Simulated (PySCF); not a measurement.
FGeH6NSi, SMILES [NH]([SiH2]F)[GeH3].

Coordinates come from a B3LYP-D3(BJ)/def2-SVP optimisation. The structure was generated by enumeration, and PubChem lists no compound with its InChIKey, so it may never have been made. The values are those of a single conformer.

The numbers are results of TDA-PBE0/def2-SVPD (PySCF 2.14.0), not measurements.

Vertical excitations. 

```json
[
 {"state": "S1", "energy (eV)": "6.39", "λ (nm)": "194", "f": "0.010", "main pairs": "HOMO→LUMO 98 %"},
 {"state": "S2", "energy (eV)": "7.05", "λ (nm)": "176", "f": "0.026", "main pairs": "HOMO→LUMO+1 96 %"},
 {"state": "S3", "energy (eV)": "7.57", "λ (nm)": "164", "f": "0.048", "main pairs": "HOMO→LUMO+2 84 %"},
 {"state": "S4", "energy (eV)": "7.79", "λ (nm)": "159", "f": "0.007", "main pairs": "HOMO→LUMO+3 83 %"},
 {"state": "S5", "energy (eV)": "7.96", "λ (nm)": "156", "f": "0.098", "main pairs": "HOMO→LUMO+4 86 %"},
 {"state": "S6", "energy (eV)": "8.05", "λ (nm)": "154", "f": "0.002", "main pairs": "HOMO−1→LUMO 86 %"},
 {"state": "S7", "energy (eV)": "8.10", "λ (nm)": "153", "f": "0.025", "main pairs": "HOMO→LUMO+5 83 %"},
 {"state": "S8", "energy (eV)": "8.42", "λ (nm)": "147", "f": "0.009", "main pairs": "HOMO→LUMO+6 89 %"},
 {"state": "S9", "energy (eV)": "8.45", "λ (nm)": "147", "f": "0.011", "main pairs": "HOMO−2→LUMO 90 %"},
 {"state": "S10", "energy (eV)": "8.54", "λ (nm)": "145", "f": "0.006", "main pairs": "HOMO→LUMO+7 91 %"},
 {"state": "T1", "energy (eV)": "5.97", "λ (nm)": "208", "f": "0", "main pairs": "HOMO→LUMO 90 %"},
 {"state": "T2", "energy (eV)": "6.71", "λ (nm)": "185", "f": "0", "main pairs": "HOMO→LUMO+1 83 %"},
 {"state": "T3", "energy (eV)": "6.94", "λ (nm)": "179", "f": "0", "main pairs": "HOMO→LUMO+2 89 %"},
 {"state": "T4", "energy (eV)": "7.50", "λ (nm)": "165", "f": "0", "main pairs": "HOMO→LUMO+3 82 %"}
]
```
Triplets are in the Tamm–Dancoff approximation.
